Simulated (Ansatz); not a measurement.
`O[AsH][SiH3]` + `F[SiH2]P` → `F[SiH2]P[SiH3]` + `O[AsH2]` at 298.15 K and 1 bar (cleavage of the Si–As bond).

Program: Ansatz. Geometries: PBE0-D4/def2-TZVP. ΔE: electronic, gas phase. CBS: MP2 limit from def2 TZ/QZ plus the TZ coupled-cluster correction, frozen cores. For As outer-core shells are correlated without core-valence functions, which leaves a few kJ/mol of doubt a bond. Scalar relativity is left out up to krypton. Each species was taken in one conformer, which may not be the lowest.

```
         species  CCSD(T)/CBS energy (Eh)  H − E (kJ/mol)  S (J/(mol·K))
  `O[AsH][SiH3]`              -2602.26090           140.9          326.6
      `F[SiH2]P`               -732.27050           114.4          302.0
`F[SiH2]P[SiH3]`              -1022.56126           166.6          366.0
       `O[AsH2]`              -2311.97217            89.1          265.7
```

H − E and S are ideal-gas, rigid-rotor, harmonic terms from PBE0-D4/def2-TZVP, for one conformer and one mirror image of each species. 1 Eh = 2625.50 kJ/mol, R = 8.31446 J/(mol·K).

Question: By hand: ΔE, ΔH, ΔS and ΔG.

Answer: ΔE = (-1022.56126) + (-2311.97217) − (-2602.26090) − (-732.27050) = -0.00203 Eh = -5.3 kJ/mol. Δ(H − E) = 166.6 + 89.1 − 140.9 − 114.4 = 0.4, so ΔH = -4.9 kJ/mol. ΔS = 366.0 + 265.7 − 326.6 − 302.0 = 3.1 J/(mol·K). ΔG = -4.9 − 298.15 × (3.1)/1000 = -5.8 kJ/mol.

Question: By hand: the equilibrium constant, and the temperature at which ΔG would vanish if ΔH and ΔS stayed fixed.

Answer: log₁₀ K = −ΔG/(RT ln 10) = 1.0. ΔH and −TΔS have one sign here, so there is no such temperature. One of them is within its doubt of zero, so this could turn.

The number of gas molecules stays the same, so ΔS is small and ΔH decides. The sign of ΔG lies within the doubt. A doubt of 5 kJ/mol in ΔE shifts log₁₀ K by 0.9 here. Other conformers and mirror images would add mixing entropy, several J/(mol·K) or more a flexible species. Modes under 60 cm⁻¹, often nearly free rotors, make the harmonic entropy too high. These are equilibria of isolated gas molecules and say nothing of rates. Largest T1 diagnostic: 0.013 (customary marks: 0.02 for closed shells, 0.045 for open ones).
